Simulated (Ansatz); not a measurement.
C₂H₇BFNS (`CB(S)C(N)F`). Total charge 0; spin multiplicity 1. The geometry is a stationary point of PBE0-D4/def2-TZVP. It is one conformer, not always the lowest.

```xyz
13

C     0.481   -1.722   -0.818
B    -0.175   -0.656    0.109
S    -1.575   -1.084    1.125
C     0.430    0.817    0.204
N    -0.500    1.839    0.494
F     1.164    1.090   -0.981
H     0.042   -2.718   -0.751
H     1.554   -1.793   -0.608
H     0.417   -1.377   -1.856
H    -1.743    0.136    1.672
H     1.189    0.812    1.000
H    -0.061    2.742    0.618
H    -1.224    1.913   -0.208
```

Question: What is the dipole moment at PBE/def2-TZVPP? (Estimate.)

Answer: Ansatz gave: 1.26 D, with components (-0.34, 1.10, 0.51) D in this frame, pointing from negative to positive charge.

Question: And with r2SCAN, B3LYP, ωB97M-V? (Estimate.)

Answer: Ansatz gave: r2SCAN 1.26 D, B3LYP 1.26 D, ωB97M-V 1.24 D.

Question: Give the Mulliken charges with PBE, ωB97M-V, B3LYP in def2-TZVPP. (An estimate is asked.)

Answer: The calculation gave: 
```
atom    PBE  ωB97M-V  B3LYP
  C1  -0.33    -0.33  -0.30
  B2   0.06     0.03   0.08
  S3  -0.17    -0.15  -0.17
  C4   0.14     0.19   0.21
  N5  -0.32    -0.30  -0.32
  F6  -0.23    -0.25  -0.27
  H7   0.09     0.09   0.09
  H8   0.11     0.12   0.10
  H9   0.12     0.13   0.11
 H10   0.12     0.13   0.12
 H11   0.09     0.11   0.09
 H12   0.15     0.11   0.14
 H13   0.16     0.13   0.14
```

B3LYP here is the variant with VWN-RPA as its local correlation; programs differ in this.
